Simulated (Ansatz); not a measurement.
Frontier orbitals of H3O2PSi, SMILES `OP1O[SiH2]1`.

```xyz
7

O    -0.862   -1.690   -0.166
P    -0.762   -0.171   -0.690
O     0.797    0.081   -0.909
Si    1.015    0.964    0.625
H    -0.060   -2.033    0.249
H    -0.661    0.520    0.769
H     0.533    2.328    0.121
```

The species carries charge 0 and has multiplicity 1. All single points use the PBE0-D4/def2-TZVP geometry. It is one conformer, not always the lowest. Basis def2-TZVPP, the Gaussian-basis code of Ansatz.

```
 functional  HOMO (eV)  LUMO (eV)  gap (eV)
LDA (SPW92)      -5.73      -2.81      2.92
        PBE      -5.62      -2.62      3.00
     revPBE      -5.58      -2.54      3.04
     r2SCAN      -5.83      -2.51      3.32
       PBE0      -6.68      -1.84      4.84
  CAM-B3LYP      -7.94      -0.79      7.15
    LC-ωPBE      -9.20       0.24      9.44
    ωB97M-V      -8.72       0.11      8.83
```

From PBE to PBE0 the HOMO moves by −1.06 eV and the LUMO by +0.78 eV, and with ωB97M-V by −3.10 and +2.73 eV, so the gap grows from 3.01 to 8.83 eV with exact exchange. A positive LUMO is unbound and depends on the basis.

LC-ωPBE has ω = 0.4 bohr⁻¹.
